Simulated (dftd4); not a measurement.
O (SMILES [O-]), charge -1, doublet; dftd4 with D4 for b3lyp.

Input for dftd4:
```
$ dftd4 mol.xyz --func b3lyp --charge -1 --json dftd4.json --noedisp

# file mol.xyz
1

O      0.00000000     0.00000000     0.00000000
```

Task: Predict the main parts of the log of this dftd4 run.

Result: 
```
                    ____  _____ _____     ____  _  _
      -------------|  _ \|  ___|_   _|---|  _ \| || |------------
     |             | | | | |_    | | ___ | | | | || |_           |
     |             | |_| |  _|   | ||___|| |_| |__   _|          |
     |             |____/|_|     |_|     |____/   |_|            |
     |             ===================================           |
     |            E. Caldeweyher, S. Ehlert & S. Grimme          |
     |          Mulliken Center for Theoretical Chemistry        |
     |                    University of Bonn                     |
      -----------------------------------------------------------

Rational (Becke-Johnson) damping: b3lyp-D4-ATM
---------------------
  s6         1.0000
  s8         2.0293
  s9         1.0000
  a1         0.4087
  a2         4.5381
 alp        16.0000
--------------------

Dispersion energy:       0.0000000000000E+00 Eh

[Info] JSON dump of results written to 'dftd4.json'
```
